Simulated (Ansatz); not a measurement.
# Worked example: a bond strength in CH3AlF2 (SMILES [CH3][Al]([F])[F])

The species is CH3AlF2 (7 atoms), meant as a singlet with charge 0. SMILES: `[CH3][Al]([F])[F]`. The shape was relaxed beforehand at PBE0/def2-SVP.

```xyz
7

C    -0.2551    0.8282   -0.2401
Al    0.2928   -0.9542    0.2452
F     1.5230   -1.2285    1.3241
F    -0.4248   -2.3131   -0.3797
H    -1.0839    0.8230   -0.9633
H    -0.5772    1.3910    0.6509
H     0.5863    1.3855   -0.6827
```

Wanted: the dissociation energy of the Al2–C1 bond into doublet AlF2 and doublet CH3 (shapes relaxed at PBE0/def2-SVP, no zero-point term). 1 Eh = 2625.50 kJ/mol = 27.2114 eV. Totals in Eh; open shells run unrestricted unless said.

| level | program | CH3AlF2 | doublet AlF2 | doublet CH3 |
| --- | --- | --- | --- | --- |
| PBE/def2-TZVP | Ansatz | -481.922402 | -442.000290 | -39.788071 |
| B3LYP/def2-TZVP | Ansatz | -482.337675 | -442.347498 | -39.858505 |
| MP2/def2-TZVP, 8 core orbitals frozen | Ansatz | -481.443063 | -441.576280 | -39.727248 |

Problem. Work out the dissociation energy at each level.

Solution. 
1. PBE/def2-TZVP: (-442.000290) + (-39.788071) − (-481.922402) = 0.134041 Eh = 351.9 kJ/mol = 3.65 eV.
2. B3LYP/def2-TZVP: (-442.347498) + (-39.858505) − (-482.337675) = 0.131672 Eh = 345.7 kJ/mol = 3.58 eV.
3. MP2/def2-TZVP: (-441.576280) + (-39.727248) − (-481.443063) = 0.139535 Eh = 366.3 kJ/mol = 3.80 eV.

The levels span 346 to 366 kJ/mol; no measured value is set beside them. A bond enthalpy at 298 K also holds the loss of zero-point energy and thermal terms.
